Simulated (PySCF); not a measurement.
A calculated (LDA, PySCF 2.14, aug-cc-pVTZ, the non-relativistic Hamiltonian (point nucleus)) atom or ion has these occupied shells.

```json
{"shell": "1s α", "electrons": "1", "orbital energy (eV)": "-7499.6", "rms radius, mean of both spins (bohr)": "0.0659"}
{"shell": "1s β", "electrons": "1", "orbital energy (eV)": "-7499.5", "rms radius, mean of both spins (bohr)": "0.0659"}
{"shell": "2s α", "electrons": "1", "orbital energy (eV)": "-881.75", "rms radius, mean of both spins (bohr)": "0.281"}
{"shell": "2s β", "electrons": "1", "orbital energy (eV)": "-880.06", "rms radius, mean of both spins (bohr)": "0.281"}
{"shell": "2p α", "electrons": "3", "orbital energy (eV)": "-766.59", "rms radius, mean of both spins (bohr)": "0.251"}
{"shell": "2p β", "electrons": "3", "orbital energy (eV)": "-765.30", "rms radius, mean of both spins (bohr)": "0.251"}
{"shell": "3s α", "electrons": "1", "orbital energy (eV)": "-100.67", "rms radius, mean of both spins (bohr)": "0.844"}
{"shell": "3s β", "electrons": "1", "orbital energy (eV)": "-97.406", "rms radius, mean of both spins (bohr)": "0.844"}
{"shell": "3p α", "electrons": "3", "orbital energy (eV)": "-66.251", "rms radius, mean of both spins (bohr)": "0.893"}
{"shell": "3p β", "electrons": "3", "orbital energy (eV)": "-63.055", "rms radius, mean of both spins (bohr)": "0.893"}
{"shell": "3d α", "electrons": "5", "orbital energy (eV)": "-9.921", "rms radius, mean of both spins (bohr)": "1.23"}
{"shell": "3d β", "electrons": "2", "orbital energy (eV)": "-7.374", "rms radius, mean of both spins (bohr)": "1.23"}
{"shell": "4s α", "electrons": "1", "orbital energy (eV)": "-5.814", "rms radius, mean of both spins (bohr)": "3.15"}
{"shell": "4s β", "electrons": "1", "orbital energy (eV)": "-5.268", "rms radius, mean of both spins (bohr)": "3.15"}
```

Q: Name the element and its charge.

A: Co (cobalt, neutral), in [Ar] 3d7 4s2, high-spin 4F determinant.
